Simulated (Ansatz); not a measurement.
Born–Oppenheimer molecular dynamics of ClF₄Ta (6 atoms, charge 0, multiplicity 1). It starts from a relaxed structure.

Level of theory: RKS PBE-D4/def2-SVP (Ansatz).

| Quantity | Value |
| --- | --- |
| ensemble | NVE (velocity Verlet) |
| time step | 2 fs |
| steps asked | 166 |
| starting velocities drawn for | 200 K |
| seed | 685548 |

First frame:

```xyz
6
Properties=species:S:1:pos:R:3
Ta -0.027 0.047 0.000
F 1.841 0.190 0.000
F 0.086 -0.149 1.882
F 0.086 -0.149 -1.882
Cl -1.171 2.027 0.000
F -1.085 -1.499 0.000
```

Q: How far do the bonds stretch over the last three quarters of this one trajectory? (Pairs bonded in most of those frames.)

A: 
```
   bond  mean (Å)  spread (Å)  shortest  longest
 Ta1–F2     1.872       0.020      1.84     1.90
 Ta1–F3     1.897       0.010      1.88     1.91
 Ta1–F4     1.898       0.015      1.87     1.92
Ta1–Cl5     2.293       0.009      2.28     2.31
 Ta1–F6     1.872       0.014      1.85     1.90
```

Mean temperature of the second half: 103 K. The conserved energy stayed within 0.085 meV per atom of its start (net change 0.035 meV per atom), so the integration is sound. Over the second half the temperature averaged 0.52 of the 200 K drawn at the start: a run that starts near a minimum puts about half its kinetic energy into the potential. A run of 0.33 ps of so small a system gives no equilibrium averages.

Run time: 4.6 min on 2 threads of AMD EPYC 7B13 (Zen 3), with other jobs on the host, peak memory 0.16 GiB.
